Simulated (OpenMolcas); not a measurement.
Os6+ (d2) among equal point charges was computed by CASSCF with the d shell active (OpenMolcas, ANO-RCC-VDZP on the metal). Its lowest spin-free states, and all those of the highest spin:

```json
{"2S+1": "3", "Degeneracy": "3", "E (cm-1)": "0.0"}
{"2S+1": "3", "Degeneracy": "3", "E (cm-1)": "2146"}
{"2S+1": "3", "Degeneracy": "1", "E (cm-1)": "4743"}
{"2S+1": "1", "Degeneracy": "3", "E (cm-1)": "13139"}
{"2S+1": "1", "Degeneracy": "2", "E (cm-1)": "13890"}
{"2S+1": "3", "Degeneracy": "3", "E (cm-1)": "15667"}
{"2S+1": "1", "Degeneracy": "3", "E (cm-1)": "19786"}
{"2S+1": "1", "Degeneracy": "3", "E (cm-1)": "21029"}
{"2S+1": "1", "Degeneracy": "1", "E (cm-1)": "21305"}
{"2S+1": "1", "Degeneracy": "2", "E (cm-1)": "21674"}
{"2S+1": "1", "Degeneracy": "1", "E (cm-1)": "49259"}
```

Problem. Is the site octahedral, tetrahedral or cube-like, axial, or of lower symmetry?

Solution. The states with 2S+1 = 3 have orbital degeneracies 3, 3, 1, 3. Threefold states need a cubic site. For d2 at this spin an octahedron puts the threefold T1 below the threefold T2 and a tetrahedron or cube puts the single A2 below the threefold T2, so the site is octahedral. The run had Os6+ among 6 point charges of -1.7 e arranged as an octahedron (Oh), 2.45 Å from the ion.

Spin-orbit coupling mixes the spin-free states strongly: the lowest level takes only 62 % from its leading state, 3T1. Without dynamic correlation the repulsion within the d shell is too large (B by tens of per cent), so at a given field states of lower spin stand too high. This field is weak: 10Dq is about 2612 cm-1, while octahedral complexes of 5d ions of charge 3 and more, computed by the same method with explicit ligands, had a median near 35000 cm-1. Ground spin and moment need not be those of a real site. The ground term spreads over less than 5000 cm-1, several times less than with real ligands, so orbital moments are less quenched and χT lies further from the spin-only value than at real sites. Point charges carry no covalency, so the field is a model and not that of real ligands. No measured value stands beside these numbers.
